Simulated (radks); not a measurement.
Task: These are the eigenvalues of the occupied orbitals of an atom or ion with whole-number occupations (hartree). All-electron calculation, non-relativistic Kohn-Sham, TASK exchange with Perdew-Wang LDA correlation, spin-unpolarised, spherical densities, point nucleus; meta-GGA in the generalised Kohn-Sham scheme. Program: a radial shooting solver on a logarithmic mesh with Libxc functionals.

1s: -101.7933
2s: -9.94541
2p: -7.69772
3s: -1.23252
3p: -0.74001

Which element is it, and in what charge state? The configuration may be excited.

Result: Z = 17, chlorine, charge +1: Cl+ in [Ne] 3s2 3p4. The list shows which subshells hold electrons but not how many an open one holds; the 1s level, -101.79 hartree, gives Z - s = 14.3 by -(Z - s)^2/2, which with screening narrows Z to a few neighbours, and the depths of the outer levels then fix element, charge and occupations together.
